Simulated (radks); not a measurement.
Charge is removed step by step from the 3s1/2 level of Kr23+, starting from [Ne] 3s2 3p1. Method: Dirac Kohn-Sham, PBE, spin-unpolarised, spherical densities, finite nucleus; open shells are shared between the two j in proportion to 2j + 1; Fermi nuclear charge, rms radius 4.1884 fm; computed with a radial shooting solver on a logarithmic mesh with Libxc functionals.

removed (e)  E - E(0) (eV)  eigenvalue (eV)  E minus straight line (eV)
0                    0.000          -1081.8                       0.000
0.25                272.00          -1094.2                      -4.650
0.5                 547.11          -1106.6                      -6.199
0.75                825.31          -1119.0                      -4.648
1                   1106.6          -1131.4                       0.000

Removing the whole electron costs 1106.6 eV by Delta-SCF, against 1081.8 eV from minus the eigenvalue at the starting occupation. Slater's transition state (half an electron removed) gives 1106.6 eV. Integrating minus the eigenvalue over the occupation (Janak's theorem) gives 1106.6 eV. The mean slope of the eigenvalue, de/dn, is 49.6 eV per electron.
